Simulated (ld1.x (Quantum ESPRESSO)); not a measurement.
The numbers below are computed, except where a source is named.
## Potentials for C (Z = 6) compared

Generated with ld1.x 7.5 (TM, RRKJ, ultrasoft, PAW), atompaw 4.2 or ONCVPSP 4.0.1. The cutoff is in Ry: for ld1.x and atompaw files where the sum of valence levels is converged to 10 mRy in a Bessel basis, for ONCV files where the hardest occupied wave has 1 mHa per electron of residual kinetic energy. The error is the largest all-electron minus pseudo excitation energy over each file’s own four to seven test configurations (ionisations up to +4, promotions, holes and added fractions of an electron), all of which were solved. The labels leave out finer settings (local radius, basis sizes, second energies), which also bear on the numbers. Spin-polarised tests are not counted. The rows are a selection from randomly drawn settings: files with unsolved tests, undetermined cutoffs or missed reference levels are left out.

```tsv
potential	cutoff (Ry)	largest error (meV)	bound ghosts
RRKJ, PBE, non-relativistic, rc 1.15/1.85 (sp), local s, core correction yes, reference 2s2 2p0	40	+467	none
TM, PBE, non-relativistic, rc 1.25/2.30 (sp), local p, core correction no, reference 2s1.75 2p2.25	30	+1018	none
PAW, LDA (PZ), scalar-relativistic, rc 1.30/1.55 (sp), local smoothed, core correction yes, reference 2s1 2p3	25	-13	none
TM, LDA (PZ), fully relativistic, rc 1.05/1.55 (sp), local smoothed, core correction no, reference 2s2 2p1	45	+298	none
```

**Question.** Fill in the row for C: PAW, LDA (PZ), scalar-relativistic, rc 0.90/1.85/1.90 (spd), local smoothed, core correction yes, reference 2s2 2p0.5.

**Answer.** cutoff 40 Ry, largest error -9.7 meV, bound ghosts: none.

**Question.** Fill in the row for C: TM, BP86, fully relativistic, rc 1.10/2.25 (sp), local smoothed, core correction no, reference 2s2 2p2.

**Answer.** cutoff 35 Ry, largest error +819 meV, bound ghosts: none.

**Question.** Fill in the row for C: TM, LDA (PZ), scalar-relativistic, rc 1.25/1.75/1.48 (spd), local d, core correction yes, reference 2s1.75 2p2.25.

**Answer.** cutoff 35 Ry, largest error +186 meV, bound ghosts: none.
